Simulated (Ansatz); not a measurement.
```yaml
crystal:
  periodic: [false, false, false]
  atoms:
    - {symbol: C, position_ang: [1.003362, -2.755771, -1.126572]}
    - {symbol: N, position_ang: [0.585242, -1.640907, -0.764063]}
    - {symbol: Al, position_ang: [0.027477, -0.107766, -0.218215]}
    - {symbol: O, position_ang: [-0.620331, 1.383301, -0.793437]}
    - {symbol: C, position_ang: [-0.512907, 1.442120, 0.621341]}
    - {symbol: C, position_ang: [-0.842384, 2.450839, 1.407252]}
    - {symbol: H, position_ang: [0.341961, -3.629604, -1.221018]}
    - {symbol: H, position_ang: [2.059283, -2.935392, -1.377047]}
    - {symbol: H, position_ang: [-0.711286, 2.370374, 2.477872]}
    - {symbol: H, position_ang: [-1.247416, 3.371506, 0.996887]}
basis:
  gaussian: {orbitals: aug-pcseg-2}
hamiltonian: {xc: {name: PBE1PBE}, dispersion: d3bjatm}
accuracy: high
scf: {lower_state_search: off}
```

```sh
$ ansatz run in.yaml --threads 4 --pin off --events-out ev --progress --plain --max-ram 10444MiB
```

It prints (some lines left out):

```
Error: YAML parse error: error: line 16 column 19: hamiltonian.xc: no functional is named "PBE1PBE"; the names, which are not case-sensitive, are SVWN5, SPW92, PBE, PBE0, PBEsol, revPBE, revPBE0, RPBE, rPW86-PBE, HSE06, wPBEh, LC-wPBE, HISS, HF, BLYP, B3LYP, B3LYP5, BHLYP, CAM-B3LYP, r2SCAN, r2SCANh, r2SCAN0, r2SCAN50, m-r2SCAN, B97, wB97, wB97X, wB97X-V, B97M-V, wB97M-V, B2PLYP, B2GP-PLYP, PBE0-DH, PBE-QIDH
14 | basis:
15 |   gaussian: {orbitals: aug-pcseg-2}
16 | hamiltonian: {xc: {name: PBE1PBE}, dispersion: d3bjatm}
17 | accuracy: high
18 | scf: {lower_state_search: off}
```

In this input the method's name isn't one that the program takes here. The program refused the input.
